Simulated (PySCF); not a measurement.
Nuclear quadrupole coupling in `O=C/C=C/[Si@@H](P)CC[SiH3]`

Compound: C5H13OPSi2.
Z-matrix (Å and degrees, GFN2-xTB geometry), rows numbered from 1:
```
O 
C   1  1.2044
C   2  1.4615  1  125.32
C   3  1.3336  2  123.06  1  -179.56
Si  4  1.8919  3  123.89  2  -179.42
P   5  2.2445  4  107.33  3   -11.16
C   5  1.9108  4  108.42  3   104.31
C   7  1.5281  5  113.65  4  -158.21
Si  8  1.9007  7  114.79  5   -72.11
H   2  1.1100  1  121.08  3  -179.80
H   3  1.0842  2  115.97  1     0.22
H   4  1.0833  3  117.95  2    -0.24
H   5  1.4749  4  106.66  3  -135.77
H   6  1.3833  5   95.12  4  -157.69
H   6  1.3845  5   95.12  4   -64.56
H   7  1.0907  5  109.83  4    78.34
H   7  1.0941  5  107.92  4   -37.25
H   8  1.0947  7  108.72  5    51.16
H   8  1.0935  7  108.83  5   166.11
H   9  1.4630  8  108.61  7  -178.37
H   9  1.4643  8  109.02  7   -58.34
H   9  1.4659  8  110.12  7    61.42
```

Field gradients from the PBE0/pcSseg-1 density (PySCF, non-relativistic), principal values in atomic units, ordered |Vxx| ≤ |Vyy| ≤ |Vzz|:

```csv
atom,Vxx,Vyy,Vzz
O1,0.4538,1.6179,-2.0717
```

Q: Find the asymmetry η = (Vxx − Vyy)/Vzz and the couplings χ = eQV/h (234.96 MHz × Q in barn × V in au), with Q(17O) = −0.0256 b.

A: 
```tsv
atom	environment	nucleus	η	χzz (MHz)	χxx (MHz)	χyy (MHz)
O1	aldehyde oxygen	17O	0.56	12.46	-2.73	-9.73
```

The tensor is traceless: Vxx + Vyy + Vzz = 0.

Q: What is Vzz at O1 in SI units (1 au = 9.71736 × 10²¹ V/m²)?

A: -2.0717 au = -20.131 × 10²¹ V/m².

Were the hydrogens deuterons (Q(2H) = 0.00286 b), χzz would run from 104 kHz (H13) to 218 kHz (H12).

Geometry: GFN2-xTB, one conformer, isolated molecule. GFN2-xTB bond lengths can be off by several hundredths of an ångström, more for odd bonds, and the gradients follow them. With so small a basis the couplings can be 20 % off.
